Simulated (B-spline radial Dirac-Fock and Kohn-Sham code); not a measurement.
Subshell photoionisation cross sections of F⁺ against photon energy

System: the F⁺ ion, [He] 2s2 2p4.

Input file task.json (cfg lists n, l and occupation; rrms is the nuclear radius in fm):

```json
{"items": [{
  "Z": 9,
  "q": 1,
  "cfg": [[1, 0, 2], [2, 0, 2], [2, 1, 4]],
  "A": 19,
  "rrms": 2.8976,
  "do": ["binding", "quiet", "photo"],
  "hv": [33.7, 63.2, 77.7, 110.0, 129.0, 180.0, 409.0, 429.0, 645.0, 904.0, 1380.0, 1410.0, 1750.0, 2070.0, 2310.0, 5640.0, 9320.0, 12200.0, 12700.0, 28200.0, 29200.0, 42500.0, 43000.0, 69900.0]
}]}
```

Launch: `python xray_run.py task.json out`

The computed values come from a radial atomic solver: a relativistic central-field model (Hartree-Slater potential of the initial state, Latter tail, multipole expansion of the photon field, Dirac-Fock thresholds). Values are in kb per electron; a dash marks an energy below the computed threshold.

```tsv
hν (eV)	1s	2s	2p1/2	2p3/2
63.2	–	447	1320	1320
77.7	–	411	928	925
110	–	304	437	436
129	–	249	294	293
180	–	153	121	121
409	–	31.9	10.8	10.7
429	–	28.8	9.27	9.20
645	–	11.7	2.54	2.52
904	114	5.30	0.831	0.823
1380	38.1	1.86	0.195	0.192
1410	36.0	1.76	0.180	0.178
1750	20.0	1.00	0.0839	0.0828
2070	12.6	0.642	0.0457	0.0451
2310	9.22	0.477	0.0306	0.0302
5640	0.674	0.0382	0.00103	0.00101
9320	0.145	0.00844	0.000139	0.000135
12200	0.0626	0.00369	4.73e-05	4.58e-05
12700	0.0552	0.00326	4.03e-05	3.90e-05
28200	0.00433	0.000261	1.56e-06	1.48e-06
29200	0.00386	0.000233	1.35e-06	1.28e-06
42500	0.00114	6.91e-05	2.91e-07	2.73e-07
43000	0.00110	6.65e-05	2.78e-07	2.60e-07
69900	0.000223	1.36e-05	3.89e-08	3.54e-08
```

At 69900 eV the multipoles beyond E1 give 19.6 % of 1s, 19.7 % of 2s, 31.3 % of 2p1/2, 30.4 % of 2p3/2.

Run: 1.9 s of CPU time on 1 thread of Neoverse-N1 (shared host), peak memory 0.33 GiB.
